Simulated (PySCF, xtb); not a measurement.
Sb(F)2(SiH3) (F2H3SbSi), SMILES [F][Sb]([F])[SiH3].

xtb with GFN2-xTB at its own geometry gives an orbital gap of 3.13 eV and a dipole moment of 5.11 D.

Geometry: B3LYP-D3(BJ)/def2-SVP. The geometry has at least one imaginary mode, so it is a saddle point at that level. The def2 effective core potentials stand for the cores of Sb; spin–orbit coupling is left out.

What does B3LYP/def2-TZVP in PySCF give? (The exact figures need the calculation; the answer reports its results.)

gap 5.00 eV (levels -7.29 and -2.30 eV), dipole 3.45 D.
